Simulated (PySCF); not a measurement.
## Electron correlation in Ne+ (neon, charge +1)

[He] 2s1 2p6, 2S determinant (an excited configuration). All numbers are calculated (PySCF 2.14, no relativity, point nucleus, in dyall-av2z). Frozen: 1s2; 7 electrons correlated; the 8 highest virtual orbitals of each spin left out.

| level | correlation energy (mhartree) |
| --- | --- |
| CCSD | -276.39 |
| (T) | -6.67 |
| CCSD(T) | -283.06 |
| CCSDT | -283.67 |

Diagnostics: T1 = 0.0071, D1 = 0.0218, largest double amplitude 0.062.

Cost of the coupled-cluster step: roughly 1.1 core-seconds, for 7 correlated electrons.
